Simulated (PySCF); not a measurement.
An unknown shows these calculated signals:

$^{1}$H NMR (400 MHz, computed): δ 6.42 (m, 1H), 6.15 (m, 1H), 6.14 (m, 1H), 3.59 (s, 3H), 2.30 (s, 3H).

$^{13}$C{$^{1}$H} NMR (computed): δ 130.1 (C), 123.7 (CH), 113.3 (CH), 112.0 (CH), 35.1 (CH3), 14.5 (CH3).

- shieldings: GIAO PBE0/pcSseg-1
- GFN2-xTB geometry
- code: PySCF
- gas phase, fast rotation and ring inversion assumed for equivalent nuclei, non-relativistic, one computed conformer

Referencing at the same level of theory: $^{1}$H (σref 31.72) and $^{13}$C (σref 186.93) vs TMS.

**Question.** Which of these does the molecule contain: a non-aromatic C=C double bond, an N-methyl group, a vinyl group CH=CH2, a three-membered ring, a heteroaromatic ring?

**Answer.** 
- A non-aromatic C=C double bond: no.
- An N-methyl group: yes (δC 35.1; δH 3.59 (s)).
- A vinyl group CH=CH2: no.
- A three-membered ring: no.
- A heteroaromatic ring: yes.

The data belong to SMILES Cc1cccn1C, C6H9N; they needn't prove each group on their own.

Carbon signals by region: 4 in the sp2 and nitrile region (100–160 ppm), 2 below 50 ppm.

Shifts are as computed. Against solution values, carbons near 30 ppm lie about +3 ppm off and those near 130 ppm about +5 ppm. Of 1211 compounds with measured shifts, 218 miss one by over three times the rms of a fit or turn the order of signals round; such compounds aren't used in these exercises. No couplings were computed; multiplicities are counted from neighbouring protons, with m where these are inequivalent, close in shift, in a saturated or five-membered ring or joined by F or P, and br s for small geminal =CH2 splittings.
